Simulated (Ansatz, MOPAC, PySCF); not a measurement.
System: KAu (charge 0, singlet). SMILES: [Au][K]
Coordinates optimised at B3LYP-D3(BJ)/def2-TZVP (Ansatz, a program for electronic structure):
```xyz
2

K      0.0000     0.0000    -2.3756
Au     0.0000     0.0000     0.5713
```

Wanted: size of the dipole moment, in D. Conventions: def2 sets with scalar-relativistic core potentials past Kr; PM7 with its own dispersion and hydrogen-bond terms; spin-orbit terms left out; LANL2DZ with its own core potentials from Na on. First-principles rows: single points at B3LYP-D3(BJ) geometries (Ansatz). Semi-empirical rows: dipoles at the shared geometry. The spin state of an ion or metal species was assumed, not searched.

| level | program | size of the dipole moment (D) |
|---|---|---|
| PM6 | MOPAC | 8.04 |
| PM7 | MOPAC | 6.58 |
| SVWN5/LANL2DZ | Ansatz | 10.17 |
| PBE/LANL2DZ | Ansatz | 9.84 |
| PBE/def2-SVP | Ansatz | 9.23 |
| BLYP/LANL2DZ | Ansatz | 9.72 |
| BP86/LANL2DZ | PySCF | 10.27 |
| BP86/def2-SVP | PySCF | 9.58 |
| B3LYP/LANL2DZ | Ansatz | 9.91 |
| B3LYP/def2-SVP | Ansatz | 9.34 |
| PBE0/LANL2DZ | Ansatz | 10.01 |
| M06-2X/LANL2DZ | PySCF | 10.20 |

No value to compare with is used here. The 12 habitual levels span 6.58 (PM7) to 10.27 D (BP86/LANL2DZ).

The levels are drawn from those run, B3LYP/6-31G* more often than the rest, none by its result; left out are runs that failed, that the program found above a lower state of the same kind, or whose <S^2> lies over 0.5 above the pure value.
